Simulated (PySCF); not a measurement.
# Hf³⁺: interval between two levels

Hf³⁺ [Xe] 4f14 5d1 [2D5/2, M_J = 5/2] → Hf³⁺ [Xe] 4f14 6p1 [2P3/2, M_J = 3/2], as a difference of total energies. All numbers are calculated (PySCF 2.14, the two-component X2C-1e Hamiltonian, in x2c-SVPall-2c with one added diffuse shell each of s, d type (8s9p10d2f, 99 functions)). Correlated levels: [Kr] 4d10 4f14 frozen; the 32 highest virtual spinors dropped. "Screened" scales the spin-orbit matrix elements by Boettger's factors to mimic the two-electron term; Breit and QED terms are absent.

| method | interval between two levels (cm⁻¹) |
| --- | --- |
| GHF (spin-free) | 94296 |
| GMP2 (spin-free) | 92959 |
| GHF (screened spin-orbit) | 92621 |
| GMP2 (screened spin-orbit) | 91296 |
